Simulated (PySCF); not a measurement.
AlOBr, SMILES [O]=[Al][Br].

Geometry optimised at r2SCAN-D4/def2-TZVP.

These are PySCF with ωB97X/def2-TZVPD values and carry that method's errors.

Isolated molecule, no solvent.

```yaml
total_energy: -2891.89963 hartree
point_group: C∞v
highest_occupied_level: -10.28 eV
lowest_empty_level: -0.79 eV
orbital_gap: 9.49 eV
dipole_moment: 4.66 D
quadrupole, principal values (traceless, Buckingham form, about the centre of nuclear charge): -20.94, 10.47, 10.47 D·Å
mean_static_polarisability: 51.7 bohr³ (7.67 Å³)
polarisability_principal_values: 43.4, 43.4, 68.3 bohr³
```
